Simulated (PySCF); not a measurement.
C3H4BrCl, SMILES Cl/C(=C\C)Br.

The structure is a stationary point at TPSSh-D3(BJ)/def2-SVP.

Two levels are set side by side: PBE/def2-TZVP (PySCF) and B3LYP/def2-TZVP (PySCF). Same geometry, gas phase. Differences are taken from unrounded values.

```csv
quantity,B3LYP
orbital gap (eV),6.21
highest occupied level (eV),-6.90
lowest empty level (eV),-0.70
dipole moment (D),1.89
mean polarisability (bohr³),70.0
```

Question: What does PBE give, and how far is it from B3LYP? (An estimate is asked for; the answer gives what the named calculation found.)

Answer: 
```csv
quantity,PBE,PBE minus B3LYP
orbital gap (eV),4.51,-1.69
highest occupied level (eV),-5.98,0.92
lowest empty level (eV),-1.47,-0.78
dipole moment (D),1.81,-0.08
mean polarisability (bohr³),71.6,1.6
```

PBE's occupied levels lie high since its potential decays too fast outside the molecule; exact exchange lowers them and widens the gap. Differences between two approximate levels are no errors against the true value.

Rough cost on one machine, each run with all the roots and properties that it gave: B3LYP against PBE within a factor of 2.
